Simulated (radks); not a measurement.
The numbers below are computed, except where a source is named.
Trend from Sc+ to Zn+: ionisation energy by Delta-SCF between NIST ground configurations, and size. Level of theory: Dirac Kohn-Sham, LDA (Slater exchange, Perdew-Wang correlation), spin-unpolarised, spherical densities, finite nucleus; open shells fill j = l - 1/2 first; Fermi nuclear charge, rms radius of each element as measured or else 0.836 A^(1/3) + 0.57 fm (a radial shooting solver on a logarithmic mesh with Libxc functionals).

| species | configuration | IE (eV) | NIST (eV) | kind | -e(HOMO) (eV) | r at 0.001 e/bohr^3 (bohr) |
|---|---|---|---|---|---|---|
| Sc+ | [Ar] 3d1 4s1 | 12.953 | 12.800 | exp. | 9.951 (4s1/2) | 4.26 |
| Ti+ | [Ar] 3d2 4s1 | 13.789 | 13.576 | exp. | 10.590 (4s1/2) | 4.18 |
| V+ | [Ar] 3d4 | 15.119 | 14.63 | exp. | 9.264 (3d3/2) | 3.68 |
| Cr+ | [Ar] 3d5 | 16.275 | 16.486 | exp. | 10.100 (3d5/2) | 3.62 |
| Mn+ | [Ar] 3d5 4s1 | 15.863 | 15.640 | exp. | 12.157 (4s1/2) | 3.94 |
| Fe+ | [Ar] 3d6 4s1 | 16.480 | 16.199 | exp. | 12.621 (4s1/2) | 3.87 |
| Co+ | [Ar] 3d8 | 19.580 | 17.084 | exp. | 12.479 (3d5/2) | 3.43 |
| Ni+ | [Ar] 3d9 | 20.592 | 18.169 | exp. | 13.202 (3d5/2) | 3.37 |
| Cu+ | [Ar] 3d10 | 21.569 | 20.292 | exp. | 13.898 (3d5/2) | 3.31 |
| Zn+ | [Ar] 3d10 4s1 | 18.763 | 17.964 | exp. | 14.340 (4s1/2) | 3.62 |

Reference values: NIST Atomic Spectra Database (exp. = measured, semi-emp. = semi-empirical, theory = theoretical value adopted there). Spin polarisation and multiplet splitting are left out, so open shells lie too high by an amount that depends on their filling.

Beside tabulated values, note that spin-unpolarised runs miss the spin-polarisation part of the exchange energy of open shells.
